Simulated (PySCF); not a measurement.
**C₆H₁₄N₂Si₂: full NMR table**

```yaml
Formula: C6H14N2Si2
SMILES: Cn1ccc([C@H]([SiH3])N[SiH3])c1
Point_group_of_the_computed_structure: C1
Degrees_of_unsaturation: 3
Carbon_signals: 6
Proton_signals: 8
```

Mapped SMILES: `[CH3:1][n:2]1[cH:3][cH:4][c:5]([C@H:6]([SiH3:7])[NH:8][SiH3:9])[cH:10]1` (H(Xn): hydrogen on atom n).

[PySCF 2.14.0 with density-fitted response routines: coordinates at the PBE0-D3(BJ)/def2-SVP level; NMR shieldings at wB97X-D/pcSseg-1/GIAO; equivalent nuclei averaged; a single conformation; no solvent; relativity neglected]

δ = σ(ref) − σ, references computed at the same level: 1H (σref 31.38), 13C (σref 184.54), 29Si (σref 352.93) against TMS; 15N (σref 263.98) vs NH3.

```tsv
carbon	δC, type	δH (multiplicity)	HMBC from (2–3 bonds)	span of the C tensor (ppm)
C1	36.5, CH3	3.44 (s)	H(C3), H(C10)	60
C3	128.6, CH	6.46 (m)	H(C10), H(C4), H(C1)	138
C4	111.3, CH	5.97 (m)	H(C3), H(C10), H(C6)	159
C5	135.1, C	–	H(C3), H(C10), H(C4), H(Si7), H(C6)	149
C6	39.5, CH	3.49 (q)	H(C10), H(C4), H(Si9), H(Si7)	47
C10	121.2, CH	6.40 (m)	H(C3), H(C4), H(C6), H(C1)	137
```

Other nuclei:
```csv
atoms,nucleus,environment,δ (ppm),σ (ppm)
H(Si9),1H,hydrogen on a silicon bonded to N,4.61,26.77
H(Si7),1H,hydrogen on a silicon bonded to C,3.88,27.50
H(N8),1H,"hydrogen on a nitrogen bonded to C, Si",-0.07,31.45
Si7,29Si,"silicon bonded to C, 3 H",-50.5,403.4
Si9,29Si,"silicon bonded to N, 3 H",-51.7,404.6
N2,15N,pyrrole-type ring nitrogen,169.7,94.2
N8,15N,"nitrogen bonded to C, Si, H",19.0,245.0
```

1. Carbon types of the structure: 1 × C, 4 × CH, 1 × CH3, leaving 7 H on heteroatoms.
2. δC 135.1: substituted aromatic carbon.
3. δC 128.6, 121.2: aromatic CH next to a ring nitrogen.
4. δC 111.3: aromatic CH.
5. δC 36.5: methyl carbon bonded to N; the inductive effect lowers its shielding.
6. δH -0.07: hydrogen on a nitrogen bonded to C, Si; exchangeable, gas-phase position.

OH and NH positions are those of a molecule without intermolecular hydrogen bonds; in solution they move with solvent, concentration and temperature, and exchange usually removes their couplings. Shifts are as computed. Against solution values, carbons near 30 ppm lie about +1 ppm off and those near 130 ppm about +6 ppm. Of 1313 compounds with measured shifts, 239 miss one by over three times the rms of a fit or turn the order of signals round; such compounds aren't used in these exercises. Experimental scales use liquid or dissolved standards, which lie at an offset from isolated NH3 (liquid NH3: subtract about 20 ppm). Unscaled 15N shifts of sp2 nitrogen come out 20 to 40 ppm too high even then. Multiplicities follow the n + 1 count of equivalent neighbours, as no J values were calculated; m marks all less simple cases, F and P coupling included.
